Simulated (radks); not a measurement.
Valence configurations of Ga (all share [Ar]). Calculated with a radial shooting solver on a logarithmic mesh with Libxc functionals: Dirac Kohn-Sham, PBEsol, spin-unpolarised, spherical densities, point nucleus; open shells fill j = l - 1/2 first. Energies are relative to 3d10 4s2 4p1; eigenvalues in eV.

| valence | E (eV) | e(3d3/2) | e(3d5/2) | e(4p1/2) | e(4p3/2) | e(4s1/2) |
|---|---|---|---|---|---|---|
| 3d10 4s2 4p1 | 0.000 | -19.364 | -18.902 | -2.615 | - | -8.914 |
| 3d10 4s1 4p2 | 6.448 | -21.189 | -20.726 | -3.384 | - | -9.973 |
| 3d9.5 4s2 4p1.5 | 9.049 | -23.707 | -23.229 | -3.290 | - | -10.121 |
| 3d9.5 4s1.5 4p2 | 12.498 | -24.578 | -24.099 | -3.652 | - | -10.615 |
| 3d10 4p3 | 13.315 | -22.926 | -22.461 | -4.083 | -3.933 | - |
| 3d9.5 4s1 4p2.5 | 16.091 | -25.458 | -24.978 | -4.013 | -3.853 | -11.106 |
| 3d9 4s2 4p2 | 19.968 | -28.201 | -27.705 | -3.937 | - | -11.271 |

NIST lists [Ar] 3d10 4s2 4p1 as the ground configuration; this level of theory agrees among the configurations tried. The energies are those of spherical spin-averaged densities, not of single terms.
